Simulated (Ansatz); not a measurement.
Ansatz (an electronic-structure program) input (CCSD(T)/aug-cc-pVDZ):

Ansatz 0.2 input:
```yaml
crystal:
  periodic: [false, false, false]
  atoms:
    - {symbol: C, position_ang: [-1.98934015, 0.02581278, 0.22437496]}
    - {symbol: C, position_ang: [-0.78324997, 0.42045104, -0.53685828]}
    - {symbol: C, position_ang: [0.51000386, -0.08312803, 0.05906458]}
    - {symbol: O, position_ang: [0.62534061, -0.74636294, 1.05441797]}
    - {symbol: O, position_ang: [1.57293551, 0.31084764, -0.68218178]}
    - {symbol: H, position_ang: [-1.89823571, -0.56949993, 1.11944023]}
    - {symbol: H, position_ang: [-2.96565995, 0.33516932, -0.11760314]}
    - {symbol: H, position_ang: [-0.81917032, 0.06992487, -1.57791148]}
    - {symbol: H, position_ang: [-0.69374103, 1.51175390, -0.63171011]}
    - {symbol: H, position_ang: [2.36611558, -0.04204055, -0.24959265]}
basis:
  gaussian:
    orbitals: aug-cc-pVDZ
magnetization: {spin_polarized: true, initial_magnetization: 1}
correlation: {method: ccsd_t, electrons: outside_noble_gas}
output: {forces: true}
```

End of the output:

```
cycle  14  -22.39079673 eV  change   -1.3e-6 eV  update   9.0e-7
perturbative correction -0.78914813 eV, -0.0290006588 hartree
the calculation of the forces begins
Total energy: -7268.41576922 eV, -267.1093528098 hartree
Atom 0 at    -1.989340     0.025813     0.224375 Å, force    -0.108042    -0.069024     0.119501 eV/Å
Atom 1 at    -0.783250     0.420451    -0.536858 Å, force     0.197146     0.122747    -0.213177 eV/Å
Atom 2 at     0.510004    -0.083128     0.059065 Å, force    -0.280190     0.456610    -0.658644 eV/Å
Atom 3 at     0.625341    -0.746363     1.054418 Å, force     0.094356    -0.867754     1.309783 eV/Å
Atom 4 at     1.572936     0.310848    -0.682182 Å, force     0.421427     0.326235    -0.552985 eV/Å
Atom 5 at    -1.898236    -0.569500     1.119440 Å, force     0.027046    -0.292220     0.441702 eV/Å
Atom 6 at    -2.965660     0.335169    -0.117603 Å, force    -0.475039     0.146442    -0.160178 eV/Å
Atom 7 at    -0.819170     0.069925    -1.577911 Å, force    -0.000872    -0.163638    -0.375729 eV/Å
Atom 8 at    -0.693741     1.511754    -0.631710 Å, force     0.048762     0.406904    -0.001310 eV/Å
Atom 9 at     2.366116    -0.042041    -0.249593 Å, force     0.075406    -0.066304     0.091038 eV/Å
Dipole moment:     0.005081     0.188862    -0.288462 e Å
```

It need not be the lowest isomer of its formula.
